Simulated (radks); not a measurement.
Neutral manganese inside a hard spherical wall (all orbitals vanish at R), configuration held at [Ar] 3d5 4s2 and not refilled when levels cross. Calculated with a radial shooting solver on a logarithmic mesh with Libxc functionals: scalar-relativistic Kohn-Sham, r2SCAN, spin-unpolarised, spherical densities, finite nucleus; meta-GGA in the generalised Kohn-Sham scheme; Fermi nuclear charge, rms radius 3.7057 fm. Eigenvalues in eV, with the zero of energy where the potential of the charges vanishes at infinity; a dash marks a level that is unbound or too diffuse for the functional's potential to be trusted. A positive occupied level is held by the wall or, in an anion where self-interaction has pushed it up, behind a barrier. The pressure on the wall is -dE/dV.

| R (bohr) | E (hartree) | kinetic (hartree) | e(3s) | e(3p) | e(3d) | e(4s) | e(4p, empty) | e(5s, empty) | pressure (GPa) |
|---|---|---|---|---|---|---|---|---|---|
| free | -1158.46585 | 1171.269 | -88.993 | -56.417 | -6.777 | -5.312 | -1.115 | - | 0 |
| 15 | -1158.46585 | 1171.269 | -88.993 | -56.417 | -6.777 | -5.312 | -1.114 | 2.300 | < 0.0001 |
| 12 | -1158.46582 | 1171.270 | -88.990 | -56.414 | -6.774 | -5.309 | -1.104 | 2.734 | 0.000507 |
| 10 | -1158.46555 | 1171.273 | -88.967 | -56.391 | -6.752 | -5.291 | -1.049 | 3.486 | 0.00851 |
| 8 | -1158.46251 | 1171.297 | -88.802 | -56.225 | -6.593 | -5.150 | -0.740 | 5.737 | 0.145 |
| 4 | -1158.07754 | 1172.863 | -83.141 | -50.637 | -1.286 | 2.114 | 9.765 | 45.113 | 73.0 |
| 2 | -1149.55595 | 1199.708 | -48.031 | -15.306 | 37.967 | 98.353 | 117.34 | 322.39 | 11000 |
